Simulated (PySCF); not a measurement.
Run record: geometry optimisation, `CN(C)BN`.

Computed with PBE0-D3(BJ)/def2-SVP geometry optimisation, gas phase (PySCF 2.14.0). Start geometry: GFN2-xTB. The input is one job of a driver script: a line of settings, then coordinates in Å.

Command:
```bash
OMP_NUM_THREADS=1 python probes_run.py task.json out
```

Input:
```
{"job": {"xc": "PBE0", "basis": "def2-SVP", "d3": "d3bj", "grid": 1, "shake": 0.01, "kind": "geom"}, "charge": 0, "multiplicity": 1}
C     -1.337400    -1.069000     0.008260
N     -0.257950    -0.161720     0.268270
C     -0.702130     1.023320     0.965020
B      1.097080    -0.445030    -0.130800
N      2.146350     0.400940     0.109030
H     -1.012270    -1.918470    -0.531070
H     -2.109950    -0.545180    -0.606650
H     -1.818530    -1.359020     0.934040
H     -1.423520     1.587240     0.402950
H     -1.150030     0.757120     1.941170
H      0.151380     1.679050     1.182040
H      1.278880    -1.452150    -0.688440
H      3.053760     0.193530    -0.181530
H      2.077170     1.294280     0.599950
```

Output:
```
step   0  E = -215.63441592  max force = 0.045960
step   1  E = -215.64013703  max force = 0.011428
step   2  E = -215.64068586  max force = 0.005069
step   3  E = -215.64106355  max force = 0.004472
step   4  E = -215.64102925  max force = 0.004545
step   5  E = -215.64128871  max force = 0.001906
step   6  E = -215.64133280  max force = 0.001784
step   7  E = -215.64138922  max force = 0.000861
step   8  E = -215.64142068  max force = 0.000417
step   9  E = -215.64142954  max force = 0.000323
optimisation converged
```

Energies in Eh; «max force» is the largest Cartesian gradient component in Eh/bohr.

Q: How much energy does the optimisation release, in kcal/mol?

A: E(step 0) − E(last step) = 0.007014 Eh, which is 4.4 kcal/mol.

In short: final energy -215.64143 Eh after 9 steps; dipole 1.37 D.

Time: 43 s of wall time; peak memory 0.48 GiB. Hardware: an Arm Neoverse V1 with one thread, shared host.
Labels such as C1 count atoms from 1, the log's own numbers from 0.
